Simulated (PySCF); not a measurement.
Al(Me)2(H) cation (C₂H₇Al), SMILES [CH3][AlH][CH3] (connectivity only; charge and spin as stated), charge +1, multiplicity 2.

The structure is a stationary point at PBE-D3(BJ)/def2-SVP. The spin state was assumed, not searched. The isomer is the one that the SMILES or the coordinates give; other isomers of the formula were not compared.

The numbers are results of PySCF with PBE-D3(BJ)/def2-SVP, not measurements.

Frequencies are harmonic and unscaled.

A small imaginary wavenumber (i) marks a very flat motion, where grid noise or a shallow saddle decides the sign.

**Question.** Estimate the vibrational spectrum. (The exact figures need the calculation; the answer reports its results.)

**Answer.** 
| mode | ν (cm⁻¹) | IR (km/mol) | moving atoms (share of kinetic energy) |
|---|---|---|---|
| 1 | 25i | 0.0 | H 93 % |
| 2 | 75 | 0.0 | H 95 % |
| 3 | 162 | 4.1 | C 54 %, H 27 %, Al 19 % |
| 4 | 247 | 46.9 | H 49 %, C 26 %, Al 25 % |
| 5 | 341 | 22.4 | H 94 % |
| 6 | 444 | 2.5 | H 50 %, C 36 %, Al 14 % |
| 7 | 488 | 3.4 | C 47 %, H 36 %, Al 18 % |
| 8 | 531 | 28.5 | H 86 %, C 11 % |
| 9 | 609 | 62.7 | H 84 %, C 10 % |
| 10 | 633 | 45.5 | H 85 %, C 14 % |
| 11 | 646 | 36.8 | H 71 %, C 16 %, Al 13 % |
| 12 | 937 | 217.0 | H 89 % |
| 13 | 1101 | 24.9 | H 81 %, C 19 % |
| 14 | 1273 | 12.4 | H 92 %, C 8 % |
| 15 | 1280 | 16.2 | H 92 % |
| 16 | 1344 | 8.7 | H 94 % |
| 17 | 1349 | 6.6 | H 94 % |
| 18 | 1998 | 39.9 | H 96 % |
| 19 | 2931 | 80.0 | H 98 % |
| 20 | 2937 | 19.7 | H 98 % |
| 21 | 3074 | 23.6 | H 90 %, C 10 % |
| 22 | 3092 | 23.9 | H 91 %, C 9 % |
| 23 | 3140 | 19.3 | H 90 %, C 10 % |
| 24 | 3169 | 22.3 | H 90 %, C 10 % |
